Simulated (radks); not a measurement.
Task: Ionisation of neutral vanadium, [Ar] 3d3 4s2, to [Ar] 3d4 as the strength of local exchange is varied. Method: scalar-relativistic Kohn-Sham, Slater X-alpha exchange (alpha = 2/3 is LDA exchange), no correlation, spin-unpolarised, spherical densities, finite nucleus; Fermi nuclear charge, rms radius 3.6002 fm; computed with a radial shooting solver on a logarithmic mesh with Libxc functionals.

| alpha | E(V) (hartree) | exchange (hartree) | IE (eV) | -e of the level emptied (eV) | <r> of it (bohr) |
|---|---|---|---|---|---|
| 0.568 | -939.10077 | -34.88639 | 6.927 | 3.467 (4s) | 3.489 |
| 0.613 | -941.86996 | -37.75641 | 6.870 | 3.682 (4s) | 3.449 |
| 0.661 | -944.83235 | -40.83460 | 6.793 | 3.918 (4s) | 3.406 |
| 0.667 | -945.20327 | -41.22059 | 6.782 | 3.949 (4s) | 3.401 |
| 0.683 | -946.19307 | -42.25123 | 6.752 | 4.029 (4s) | 3.387 |
| 0.851 | -956.64493 | -53.18849 | 6.324 | 4.926 (4s) | 3.244 |
| 0.921 | -961.03155 | -57.80765 | 6.083 | 5.324 (4s) | 3.188 |
| ? | -946.50258 | -42.57370 | 6.743 | 4.055 (4s) | 3.382 |

Which alpha was used in the last row?

Result: alpha = 0.688. NIST Atomic Spectra Database: 6.746 eV (measured). The Delta-SCF value meets it near alpha = 0.69. Spin polarisation and multiplet splitting are left out, so open shells lie too high by an amount that depends on their filling.

Beside tabulated values, note that spin-unpolarised runs miss the spin-polarisation part of the exchange energy of open shells.
